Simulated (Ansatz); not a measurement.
Problem. Name a neutral molecule of C, F and H with HOMO energy (PBE/def2-TZVPP) between -7.40 and -7.10 eV and LUMO energy (ωB97M-V/def2-TZVPP) between 2.15 and 2.45 eV (Ansatz, PBE0-D4/def2-TZVP geometry).

Solution. `F[C@@H]1C[C@@H](F)C1(F)F` (-7.36 eV, 2.40 eV); `CC#CC(F)(F)F` (-7.26 eV, 2.36 eV). Other molecules can fit too; these were computed, each in one conformer that needn't be the lowest.
